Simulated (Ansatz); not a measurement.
(1) Predict a relaxed structure of trans-Zr(PH3)2Br4 (ZrP2H6Br4), charge 0, singlet, at PBE-D4/def2-SVP (Ansatz).

Results:

(1) 
```xyz
13

Br   -0.957   -2.379   -0.747
Br   -0.157    2.293    0.928
Br    0.381   -1.067    2.413
Br    0.643    0.569   -2.333
P    -2.747    0.366   -0.376
P     2.771   -0.214    0.306
Zr   -0.017   -0.113    0.050
H    -3.671   -0.448    0.350
H    -3.227    0.106   -1.694
H    -3.350    1.645   -0.152
H     3.353   -1.488    0.594
H     3.324    0.522    1.397
H     3.655    0.207   -0.736
```
The metal has 6 neighbours: Br 2.58 Å, Br 2.57 Å, Br 2.58 Å, Br 2.56 Å, P 2.80 Å, P 2.80 Å. This is one stationary point.

In the def2 sets Zr takes a core potential; there is no spin–orbit coupling. The relaxation made no stability test and no search for a lower SCF solution. No other spin state of charge 0 was run. Another isomer (singlet) lies 0.35 eV lower at PBE0-D4/def2-TZVP; other spin states weren't run for this one.
